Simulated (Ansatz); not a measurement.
The same path of Cl3HSi + ClH (7 atoms, charge 0, multiplicity 1) was run twice with different band settings. Lost on the way: Si1–H2, H6–Cl7. Made: Si1–Cl7, H2–H6.

Method: Ansatz, RKS r2SCAN/def2-SVP.

Relaxed end points:

```xyz
7
Properties=species:S:1:pos:R:3
Si -0.587 -0.519 -0.549
H 0.737 -0.435 -1.185
Cl -1.677 -2.032 -1.397
Cl -0.360 -0.947 1.461
Cl -1.607 1.242 -0.739
H 1.458 0.929 1.605
Cl 2.036 1.762 0.805
```

```xyz
7
Properties=species:S:1:pos:R:3
Si -0.967 0.410 -0.161
H 2.294 -1.384 0.419
Cl -0.561 -0.899 -1.671
Cl -0.976 -0.583 1.621
Cl -2.797 1.257 -0.473
H 2.552 -0.672 0.385
Cl 0.456 1.872 -0.121
```

Common settings: spring 5.0 eV/Å²; optimiser quadratic models (default); start path through a guess of the saddle point; force threshold 0.05 eV/Å; end points relaxed.

| run | movable images | climbing image | iteration limit |
| --- | --- | --- | --- |
| 1 | 7 | yes | 60 |
| 2 | 6 | no | 55 |

(1) What does each run give, and how far can it be trusted?

Answers

(1) Run 1: converged after 37 iterations, highest image 1.746 eV above the first end. Neighbouring images differ by up to 1.3 eV, so the band resolves the path poorly. A vibrational analysis at the climbing image gives one clearly imaginary mode, 802i cm⁻¹: a first-order saddle point.
Run 2: converged after 36 iterations, highest image 1.181 eV above the first end. Neighbouring images differ by up to 1.2 eV, so the band resolves the path poorly. No image climbed, so the highest image needn't sit at the top of the path. A band with more images between the same ends climbed to 1.75 eV, so this one has probably stepped over the top.
The orbitals stay closed-shell, which can raise the energy where a bond breaks towards radicals; this wasn't checked here.
